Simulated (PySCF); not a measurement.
PySCF job for C₂H₄F₂Si, SMILES F[SiH2]C(F)=C, TDA-PBE/def2-SVPD. The structure is a stationary point at TPSSh-D3(BJ)/def2-SVP. This is a generated structure with no PubChem entry under its InChIKey; it may be hypothetical. The values are those of a single conformer.

```python
import numpy as np
from pyscf import gto, scf, dft, tdscf

mol = gto.M(
    atom='''
    C    -1.39040562    1.20537056   -0.00000000
    C    -0.09904037    0.86577196    0.00000000
    F     0.86469354    1.82638956    0.00000000
    Si    0.59809469   -0.87974667   -0.00000000
    F    -0.68551613   -1.88563921    0.00000000
    H    -2.14864752    0.42047318    0.00000000
    H    -1.70970599    2.25106650    0.00000000
    H     1.40455358   -1.12434724   -1.21874307
    H     1.40455357   -1.12434724    1.21874306
    ''',
    basis='def2-SVPD',
    charge=0,
    spin=0,
    symmetry=True,
    max_memory=1600,
    verbose=4,
)
mf = dft.RKS(mol, xc='pbe').density_fit(auxbasis='def2-universal-jkfit')
mf.grids.level = 3
mf.conv_tol = 1e-9
mf.max_cycle = 100
mf.kernel()
mf.grids = dft.Grids(mol).set(level=1).build(with_non0tab=True)  # coarser grid for the response kernel
td = tdscf.TDA(mf)
td.singlet = True
td.nstates = 10
td.conv_tol = 1e-4
td.positive_eig_threshold = 1e-6
td.kernel(x0=td.get_init_guess(mf, 15))
td.analyze()
tt = tdscf.TDA(mf)
tt.singlet = False
tt.nstates = 4
tt.conv_tol = 1e-4
tt.positive_eig_threshold = 1e-6
tt.kernel(x0=tt.get_init_guess(mf, 9))
tt.analyze(verbose=3)
```

Output:

```
PySCF version 2.14.0

[INPUT] verbose = 4
[INPUT] num. atoms = 9
[INPUT] num. electrons = 48
[INPUT] charge = 0
[INPUT] spin (= nelec alpha-beta = 2S) = 0
[INPUT] symmetry True subgroup None
[INPUT] Mole.unit = angstrom
[INPUT] Symbol           X                Y                Z      unit          X                Y                Z       unit  Magmom
[INPUT]  1 C     -1.390405620000   1.205370560000   0.000000000000 AA   -2.627485823856   2.277820237014   0.000000000000 Bohr   0.0
[INPUT]  2 C     -0.099040370000   0.865771960000   0.000000000000 AA   -0.187159174576   1.636071890728   0.000000000000 Bohr   0.0
[INPUT]  3 F      0.864693540000   1.826389560000   0.000000000000 AA    1.634033972281   3.451376065165   0.000000000000 Bohr   0.0
[INPUT]  4 Si     0.598094690000  -0.879746670000   0.000000000000 AA    1.130235160657  -1.662480265298   0.000000000000 Bohr   0.0
[INPUT]  5 F     -0.685516130000  -1.885639210000   0.000000000000 AA   -1.295437739672  -3.563341676641   0.000000000000 Bohr   0.0
[INPUT]  6 H     -2.148647520000   0.420473180000   0.000000000000 AA   -4.060355351026   0.794579152925   0.000000000000 Bohr   0.0
[INPUT]  7 H     -1.709705990000   2.251066500000   0.000000000000 AA   -3.230876074628   4.253899173183   0.000000000000 Bohr   0.0
[INPUT]  8 H      1.404553580000  -1.124347240000  -1.218743070000 AA    2.654221593477  -2.124708352511  -2.303090618512 Bohr   0.0
[INPUT]  9 H      1.404553570000  -1.124347240000   1.218743060000 AA    2.654221574580  -2.124708352511   2.303090599614 Bohr   0.0

nuclear repulsion = 222.697208369916
point group symmetry = Cs
symmetry origin: [ 1.96846481e-09  3.54323635e-09 -3.93692939e-10]
symmetry axis x: [ 1.00000000e+00 -1.88045264e-09 -7.25879488e-10]
symmetry axis y: [-1.88045264e-09 -1.00000000e+00 -1.23725948e-10]
symmetry axis z: [ 7.25879488e-10 -1.23725946e-10  1.00000000e+00]
num. orbitals of irrep A' = 97
num. orbitals of irrep A" = 45
number of shells = 60
number of NR pGTOs = 208
number of NR cGTOs = 142
basis = def2-SVPD
ecp = {}


[settings echo left out]
init E= -567.34024056926
HOMO (A") = -0.303034641911027  LUMO (A") = -0.0990209912191196  gap/eV = 5.55149
cycle= 1 E= -567.015458062489  delta_E= 0.325  |g|= 0.642  |ddm|= 3.89
HOMO (A") = -0.201686995163343  LUMO (A') = -0.0424213091042707  gap/eV = 4.33384
cycle= 2 E= -566.739315763878  delta_E= 0.276  |g|= 1.38  |ddm|=  1.8
HOMO (A") = -0.235084519823506  LUMO (A") = -0.0485160239915761  gap/eV = 5.07679
cycle= 3 E= -567.086886100972  delta_E= -0.348  |g|= 0.176  |ddm|= 1.28
HOMO (A") = -0.254407440992739  LUMO (A") = -0.0636428441361025  gap/eV = 5.19097
cycle= 4 E= -567.093088304292  delta_E= -0.0062  |g|= 0.082  |ddm|= 0.265
HOMO (A") = -0.252789952199259  LUMO (A") = -0.0630933744612268  gap/eV = 5.16191
cycle= 5 E= -567.094281697166  delta_E= -0.00119  |g|= 0.0362  |ddm|= 0.105
HOMO (A") = -0.250271687986965  LUMO (A") = -0.061028677336822  gap/eV = 5.14956
cycle= 6 E= -567.094582025634  delta_E= -0.0003  |g|= 0.00762  |ddm|= 0.0423
HOMO (A") = -0.250694060074805  LUMO (A") = -0.0613035455089723  gap/eV = 5.15358
cycle= 7 E= -567.094598475834  delta_E= -1.65e-05  |g|= 0.00282  |ddm|= 0.0102
HOMO (A") = -0.250797025545337  LUMO (A") = -0.0614157828490969  gap/eV = 5.15333
cycle= 8 E= -567.094600092734  delta_E= -1.62e-06  |g|= 0.000469  |ddm|= 0.00264
HOMO (A") = -0.250753880253226  LUMO (A") = -0.0613689921168397  gap/eV = 5.15343
cycle= 9 E= -567.094600143506  delta_E= -5.08e-08  |g|= 7.15e-05  |ddm|= 0.000657
HOMO (A") = -0.250756191726999  LUMO (A") = -0.0613713097917703  gap/eV = 5.15343
cycle= 10 E= -567.094600144685  delta_E= -1.18e-09  |g|= 1.36e-05  |ddm|= 0.000121
HOMO (A") = -0.250757730280071  LUMO (A") = -0.0613731018242198  gap/eV = 5.15342
cycle= 11 E= -567.094600144738  delta_E= -5.26e-11  |g|= 6.18e-06  |ddm|= 3.58e-05
HOMO (A") = -0.250756815635056  LUMO (A") = -0.0613720459072136  gap/eV = 5.15342
Extra cycle  E= -567.094600144715  delta_E= 2.31e-11  |g|= 1.2e-05  |ddm|= 2.64e-05
converged SCF energy = -567.094600144715
tot grids = 37264
Overwritten attributes  positive_eig_threshold  of <class 'pyscf.tdscf.rks.TDA'>


******** <class 'pyscf.tdscf.rks.TDA'> for <class 'pyscf.df.df_jk.DFSymAdaptedRKS'> ********
nstates = 10 singlet
deg_eia_thresh = 1.000e-03
wfnsym = None
conv_tol = 0.0001
eigh lindep = 1e-12
eigh level_shift = 0
eigh max_cycle = 100


Excitation energies (eV)
[5.65713315 6.68462007 6.81927352 6.87616131 7.09135115 7.38113106
 7.41218089 7.50003836 7.60078667 8.12549771]

** Singlet excitation energies and oscillator strengths **
Excited State   1:   A"      5.65713 eV    219.16 nm  f=0.0001
      24 -> 26       -0.70681
Excited State   2:   A"      6.68462 eV    185.48 nm  f=0.0046
      23 -> 25       -0.69535
Excited State   3:   A"      6.81927 eV    181.81 nm  f=0.0076
      24 -> 27        0.70472
Excited State   4:   A'      6.87616 eV    180.31 nm  f=0.1606
      22 -> 25        0.31728
      23 -> 26        0.46346
      24 -> 25       -0.40441
Excited State   5:   A'      7.09135 eV    174.84 nm  f=0.0726
      22 -> 25       -0.52152
      23 -> 26        0.45264
Excited State   6:   A"      7.38113 eV    167.97 nm  f=0.0016
      24 -> 28        0.70186
Excited State   7:   A'      7.41218 eV    167.27 nm  f=0.2232
      22 -> 25       -0.32823
      23 -> 26       -0.26972
      24 -> 25       -0.48512
      24 -> 31       -0.16185
Excited State   8:   A"      7.50004 eV    165.31 nm  f=0.0018
      22 -> 26        0.70472
Excited State   9:   A"      7.60079 eV    163.12 nm  f=0.0236
      24 -> 29       -0.70321
Excited State  10:   A'      8.12550 eV    152.59 nm  f=0.0063
      23 -> 27       -0.69445
      23 -> 28       -0.10540

** Transition electric dipole moments (AU) **
state          X           Y           Z        Dip. S.      Osc.
  1         0.0000     -0.0000      0.0235      0.0006      0.0001
  2        -0.0000      0.0000     -0.1681      0.0283      0.0046
  3        -0.0000      0.0000     -0.2127      0.0453      0.0076
  4         0.8520     -0.4765      0.0000      0.9531      0.1606
  5        -0.4636      0.4505     -0.0000      0.4179      0.0726
  6        -0.0000      0.0000      0.0945      0.0089      0.0016
  7         0.9887     -0.5016     -0.0000      1.2291      0.2232
  8        -0.0000     -0.0000     -0.0992      0.0098      0.0018
  9         0.0000      0.0000     -0.3563      0.1269      0.0236
 10         0.1516     -0.0927     -0.0000      0.0316      0.0063

** Transition velocity dipole moments (imaginary part, AU) **
state          X           Y           Z        Dip. S.      Osc.
  1         0.0000      0.0000      0.0281      0.0008      0.0025
  2         0.0000     -0.0000      0.0318      0.0010      0.0027
  3         0.0000      0.0000     -0.0341      0.0012      0.0031
  4         0.0726     -0.0763     -0.0000      0.0111      0.0293
  5        -0.0401      0.0739     -0.0000      0.0071      0.0181
  6         0.0000     -0.0000      0.0351      0.0012      0.0030
  7         0.0511     -0.0859     -0.0000      0.0100      0.0244
  8        -0.0000      0.0000     -0.0087      0.0001      0.0002
  9         0.0000     -0.0000     -0.0895      0.0080      0.0191
 10         0.0494     -0.0496     -0.0000      0.0049      0.0110

** Transition magnetic dipole moments (imaginary part, AU) **
state          X           Y           Z
  1        -0.1564     -0.0996     -0.0000
  2        -0.5639     -0.5350      0.0000
  3         0.3636      0.7392     -0.0000
  4        -0.0000      0.0000     -0.1066
  5         0.0000      0.0000     -0.4799
  6        -0.2156     -0.2102     -0.0000
  7        -0.0000      0.0000      0.1829
  8         0.9355     -0.9526      0.0000
  9        -0.1399      0.1518      0.0000
 10         0.0000     -0.0000      0.1364


******** <class 'pyscf.tdscf.rks.TDA'> for <class 'pyscf.df.df_jk.DFSymAdaptedRKS'> ********
nstates = 4 triplet
deg_eia_thresh = 1.000e-03
wfnsym = None
conv_tol = 0.0001
eigh lindep = 1e-12
eigh level_shift = 0
eigh max_cycle = 100


Excitation energies (eV)
[4.20446266 5.54836324 6.06705136 6.61865075]

** Triplet excitation energies and oscillator strengths **
Excited State   1:   A'      4.20446 eV    294.89 nm  f=0.0000
Excited State   2:   A"      5.54836 eV    223.46 nm  f=0.0000
Excited State   3:   A"      6.06705 eV    204.36 nm  f=0.0000
Excited State   4:   A'      6.61865 eV    187.33 nm  f=0.0000
```

Self-consistency was reached.

Cost: very roughly 50 core-seconds.
